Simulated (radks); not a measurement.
Results of a calculation; reference values are marked as such.
Effect of the nuclear size on the bismuth ion Bi27+, [Kr] 4d10 4f10. Level of theory: Dirac Kohn-Sham, LDA (Slater exchange, Perdew-Wang correlation), spin-unpolarised, spherical densities, finite nucleus; open shells are shared between the two j in proportion to 2j + 1; Fermi nuclear charge, rms radius 5.5211 fm (a radial shooting solver on a logarithmic mesh with Libxc functionals). The rms radius is varied about that value; shifts are against it.

| rms radius (fm) | total energy shift (eV) | density at nucleus (e/bohr^3) | 1s1/2 shift (meV) | 2s1/2 shift (meV) | 4s1/2 shift (meV) | 4p1/2 shift (meV) | 4f7/2 shift (meV) | 5s1/2 (empty) shift (meV) | 5p1/2 (empty) shift (meV) |
|---|---|---|---|---|---|---|---|---|---|
| 4.9579 | -27.8 | 3.098e+06 | -11100 | -1700 | -107 | -4.64 | 2.20 | -34.7 | -1.69 |
| 5.1512 | -18.5 | 3.045e+06 | -7350 | -1130 | -71.1 | -3.08 | 1.46 | -23.1 | -1.12 |
| 5.5211 | 0 | 2.952e+06 | 0.000 | 0.000 | 0.000 | 0.000 | 0.000 | 0.000 | 0.000 |
| 5.7475 | 11.7 | 2.9e+06 | 4640 | 713 | 44.9 | 1.95 | -0.920 | 14.5 | 0.709 |
| 6.3161 | 42.1 | 2.78e+06 | 16700 | 2570 | 162 | 7.06 | -3.32 | 52.5 | 2.56 |

Slopes of the eigenvalues against <r^2> in GHz/fm^2, as finite differences over the two radii next to the reference (eigenvalue slopes, not the field-shift constants of lines): 1s1/2 446000, 2s1/2 68600, 4s1/2 4320, 4p1/2 187, 4f7/2 -88.5, 5s1/2 (empty) 1400, 5p1/2 (empty) 68.1.
